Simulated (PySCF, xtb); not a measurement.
C2H4F, SMILES C[CH]F, multiplicity 2. Atoms are numbered in the order given.

```xyz
7

C     -1.1520     0.1680    -0.3059
C      0.3055     0.3778    -0.2222
F      0.9904    -0.5518     0.4841
H     -1.5972     0.9206    -0.9577
H     -1.6367     0.2429     0.6785
H     -1.3846    -0.8219    -0.7074
H      0.7837     1.3493    -0.2020
```
Charge 0, spin multiplicity 2.

The structure is a stationary point at B3LYP-D3(BJ)/def2-TZVP. The isomer is the one that the SMILES or the coordinates give; other isomers of the formula were not compared.

Computed with IEF-PCM-M06-2X/def2-SVP run with PySCF 2.14.0.

The values are the electrostatic part of the solvation free energy, E(continuum) − E(gas) at the gas-phase geometry, in a cavity of scaled van der Waals radii (PySCF's table); cavitation and dispersion terms are not included. The dipole moment in vacuum is 1.67 D.

Computed values in water (ε = 78.36), chlorobenzene (ε = 5.70), n-hexane (ε = 1.88):
```json
[
 {"solvent": "water", "ε": "78.36", "ΔG(elec) (kcal/mol)": "-2.0", "dipole (D)": "1.98"},
 {"solvent": "chlorobenzene", "ε": "5.70", "ΔG(elec) (kcal/mol)": "-1.6", "dipole (D)": "1.91"},
 {"solvent": "n-hexane", "ε": "1.88", "ΔG(elec) (kcal/mol)": "-0.8", "dipole (D)": "1.79"}
]
```

For comparison, GFN2-xTB/ALPB(water) (xtb, at the GFN2-xTB geometry, all terms of that model) gives -1.7 kcal/mol.
